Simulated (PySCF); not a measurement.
Atomic charges against the basis set

Species: C₃H₁₀OSi.
Cartesian coordinates in Å at the PBE0-D3(BJ)/def2-SVP level; atoms count from 1:
```xyz
15
C3H10OSi angstrom
C     -0.3020    1.3804   -1.0886
Si    -0.2179    0.0184    0.2022
C     -0.6811   -1.6323   -0.5383
C      1.5063   -0.0446    0.9448
O     -1.3573    0.2921    1.4052
H      0.4140    1.1995   -1.9064
H     -0.0657    2.3656   -0.6545
H     -1.3105    1.4389   -1.5275
H     -0.6489   -2.4250    0.2251
H      0.0110   -1.9104   -1.3488
H     -1.7002   -1.6033   -0.9538
H      2.2654   -0.2471    0.1721
H      1.7751    0.9074    1.4309
H      1.5738   -0.8406    1.7031
H     -1.2709    1.1170    1.8904
```

PBE0 throughout (PySCF), one geometry, spherical d and f functions. Geometry: PBE0-D3(BJ)/def2-SVP; no solvent, vibrations or thermal averaging. Atoms taken as equivalent share a column and are averaged.

Mulliken charges (e):

```csv
basis,functions,C1/C3/C4,Si2,O5,H6 (×9),H15
STO-3G,39,-0.412,+0.872,-0.445,+0.070,+0.181
6-31G,69,-0.830,+1.157,-0.785,+0.191,+0.396
6-31G*,94,-0.774,+0.912,-0.737,+0.191,+0.430
def2-SVP,124,-0.342,+0.634,-0.415,+0.069,+0.186
"6-311+G(2d,p)",203,-0.753,+1.239,-0.680,+0.159,+0.266
def2-TZVP,221,-0.496,+0.506,-0.536,+0.134,+0.310
```

IAO charges (e):

| basis | functions | C1/C3/C4 | Si2 | O5 | H6 (×9) | H15 |
| --- | --- | --- | --- | --- | --- | --- |
| STO-3G | 39 | -0.648 | +1.115 | -0.574 | +0.130 | +0.230 |
| 6-31G | 69 | -0.737 | +1.179 | -0.760 | +0.161 | +0.347 |
| 6-31G* | 94 | -0.736 | +1.282 | -0.781 | +0.151 | +0.349 |
| def2-SVP | 124 | -0.728 | +1.284 | -0.775 | +0.147 | +0.348 |
| 6-311+G(2d,p) | 203 | -0.758 | +1.316 | -0.808 | +0.156 | +0.364 |
| def2-TZVP | 221 | -0.762 | +1.329 | -0.808 | +0.156 | +0.362 |

Which scheme is steadiest as the basis changes?

Largest range over the bases for any column: IAO 0.23 e, Mulliken 0.73 e. IAO charges move least and Mulliken charges most, counted in e. Without the minimal STO-3G basis the ranges are IAO 0.15, Mulliken 0.73 e.

How much do the charges still move between the two largest bases, 6-311+G(2d,p) and def2-TZVP?

At most, over all atoms: Mulliken 0.733 e, IAO 0.013 e.

What do the same runs give for the total energy, the frontier levels and the dipole moment?

```csv
basis,energy (Eh),HOMO (eV),LUMO (eV),μ (D)
STO-3G,-478.9716,-3.88,7.89,1.14
6-31G,-484.6669,-7.76,1.63,2.00
6-31G*,-484.7512,-7.71,1.82,1.47
def2-SVP,-484.5453,-7.84,1.33,1.37
"6-311+G(2d,p)",-484.8576,-8.01,-0.16,1.44
def2-TZVP,-484.8763,-7.98,0.69,1.36
```

The dipole is fixed by the density alone, so its range of 0.86 D shows that the density itself changes with the basis, not only its division among atoms.
